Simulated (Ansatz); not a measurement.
The multiplicity is imposed and other spin states were not computed.

Cartesian coordinates (Å):
```xyz
6

Cu    -0.0836     0.0350     0.0118
N     -1.7569     0.9849     0.2137
H     -2.3873     0.5310     0.8892
H     -2.2801     1.0521    -0.6702
H     -1.6242     1.9503     0.5455
Cl     1.7263    -0.9940    -0.2066
```
Charge 0, multiplicity 1.

The numbers are results of frozen-core CCSD(T)/def2-TZVPP // TPSS-D3(BJ)/def2-SVP (Ansatz, a first-principles code), not measurements.

| Item | Value |
|---|---|
| HF energy | -2154.75376 Ha |
| MP2 correlation energy | -1.30396 Ha |

Q: Estimate the CCSD correlation energy, the (T) correction, the total energy and the T1 diagnostic.

A: 
| Quantity | Result |
|---|---|
| CCSD correlation energy | -1.20902 Ha |
| (T) correction | -0.04114 Ha |
| CCSD(T) total energy | -2156.00393 Ha |
| T1 diagnostic | 0.023 |
